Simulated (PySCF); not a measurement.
**LDA on O(2+) (oxygen, charge +2)**

Configuration: [He] 2s2 2p1 3d1, one real determinant (an excited configuration). Computed with PySCF 2.14 in dyall-av3z (15s9p3d2f, 71 functions), with the spin-free X2C one-electron Hamiltonian (Gaussian nucleus).

* Total energy: -71.2569 hartree
* One-electron energy: -88.7881 hartree
* Hartree (Coulomb) energy: 24.0044 hartree
* Exchange-correlation energy: -6.4733 hartree
* ⟨S²⟩: 2.0003
* ⟨L²⟩: 8.001
* Sum of ⟨r⟩: 5.808 bohr
* Sum of ⟨r²⟩: 10.41 bohr²
* Traceless quadrupole moment −½Σ⟨3z² − r²⟩ along its main axis: 1.58 e·bohr²
* Langevin diamagnetic susceptibility: -8.25 ×10⁻⁶ cm³/mol

| shell | electrons | mean orbital energy (hartree) | rms radius, mean of both spins (bohr) |
| --- | --- | --- | --- |
| 1s α | 1 | -21.00250 | 0.232 |
| 1s β | 1 | -20.95995 | 0.232 |
| 2s α | 1 | -2.52423 | 1.08 |
| 2s β | 1 | -2.42109 | 1.08 |
| 2p α | 1 | -2.02088 | 1.02 |
| 3d α | 1 | -0.39533 | 2.63 |

⟨L²⟩ = 8.00 against 12 for a pure F term, so this real determinant mixes terms. The outer electron is Rydberg-like, and this basis confines it to a smaller radius and binds it less than a complete one would.
